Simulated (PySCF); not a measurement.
Cl3Si, SMILES Cl[Si](Cl)Cl (connectivity only; charge and spin as stated), charge +1, multiplicity 1. Geometry: B3LYP-D3(BJ)/def2-SVP. The spin state was assumed, not searched. The isomer is the one that the SMILES or the coordinates give; other isomers of the formula were not compared.

TDA-PBE/def2-SVPD (PySCF) puts the lowest singlet excitations at 4.85, 5.23, 5.70, 5.70, 5.80, 5.80 eV.

Q: What are the lowest excitation roots from ADC(2)/aug-cc-pVDZ in PySCF? (Estimate from the structure and the level; the computed values follow.)

A: 5.90, 6.46, 6.82, 6.82, 7.01, 7.01 eV. S1 differs by 1.06 eV (second minus first; roots are paired by order, and the bases may differ).
